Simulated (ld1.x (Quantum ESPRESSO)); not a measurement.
u(r) = r·R(r): atom against pseudo-atom (cobalt (Co))

Columns: radius, all-electron u(r) and pseudo u(r) of the 4s shell (level -9.25 eV) of cobalt in the configuration [Ne] 3s2 3p6 3d7 4s1.5 4p0; LDA (PZ), scalar-relativistic, TM semilocal scheme, ld1.x (Quantum ESPRESSO) 7.5.

| r (bohr) | all-electron | pseudo |
| --- | --- | --- |
| 0.123 | -0.1347 | -0.0214 |
| 0.245 | -0.1111 | -0.0434 |
| 0.368 | 0.1169 | -0.0673 |
| 0.490 | 0.2663 | -0.0935 |
| 0.613 | 0.2907 | -0.1234 |
| 0.735 | 0.2243 | -0.1574 |
| 0.858 | 0.1089 | -0.1969 |
| 0.980 | -0.0225 | -0.2417 |
| 1.103 | -0.1532 | -0.2926 |
| 1.225 | -0.2714 | -0.3479 |
| 1.348 | -0.3743 | -0.4069 |
| 1.470 | -0.4590 | -0.4657 |
| 1.593 | -0.5273 | -0.5220 |
| 1.715 | -0.5793 | -0.5713 |
| 1.838 | -0.6175 | -0.6113 |
| 1.960 | -0.6432 | -0.6399 |
| 2.083 | -0.6585 | -0.6573 |
| 2.205 | -0.6648 | -0.6645 |
| 2.328 | -0.6635 | -0.6635 |
| 2.450 | -0.6562 | -0.6562 |
| 2.573 | -0.6437 | -0.6437 |
| 2.695 | -0.6274 | -0.6274 |
| 2.818 | -0.6078 | -0.6078 |
| 2.940 | -0.5860 | -0.5860 |
| 3.063 | -0.5622 | -0.5622 |
| 3.185 | -0.5375 | -0.5375 |

(1) How many radial nodes do the two functions have?

(2) At about which radius was the pseudo-wave matched?

(3) Where does each function peak?

(4) Is the pseudo-wave norm-conserving?

## Answers

(1) The all-electron 4s function has n − l − 1 = 3 (the table is too coarse to show those close to the nucleus); the pseudo-wave has 0, since the states of the same l below it are removed with the core.

(2) 2.45 bohr. The columns agree to 0.0005 from 2.21 bohr on; several derivatives are matched, so the curves merge somewhat inside the radius.

(3) Outermost all-electron maximum near 2.21 bohr, pseudo maximum near 2.21 bohr (to the table’s step).

(4) Yes: the TM semilocal scheme keeps the norm inside the radius equal to the all-electron one, which fixes the energy derivative of the logarithmic derivative at the level.
